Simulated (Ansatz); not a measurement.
C₃H₄F₄O (`FCC(F)OC(F)F`) at its PBE0-D4/def2-TZVP geometry, where that method's forces vanish. Charge 0, multiplicity 1.

```xyz
12

F    -0.2586    0.1791   -2.7968
C    -0.0769    0.7922   -1.5843
C    -0.2068   -0.2326   -0.4869
F    -1.4893   -0.7200   -0.4515
O     0.0744    0.4226    0.7035
C     0.2456   -0.3880    1.7941
F     0.3289    0.4119    2.8548
F     1.4098   -1.0686    1.6907
H    -0.8374    1.5665   -1.4525
H     0.9207    1.2365   -1.5502
H     0.4553   -1.0899   -0.6484
H    -0.5656   -1.1097    1.9275
```

What forces (eV/Å) does PBE-D4/def2-TZVPP give on these atoms in Ansatz? (An estimate is asked.)

Computed: 
```
F1  -0.095 -0.295 -0.643
C2   0.089  0.187  0.254
C3   0.337  0.025 -0.212
F4  -0.762 -0.319 -0.023
O5   0.034  0.715 -0.035
C6  -0.404 -0.269 -0.040
F7   0.008  0.536  0.715
F8   0.772 -0.506 -0.065
H9  -0.165  0.194  0.051
H10  0.230  0.127  0.020
H11  0.173 -0.206 -0.055
H12 -0.216 -0.190  0.034
```
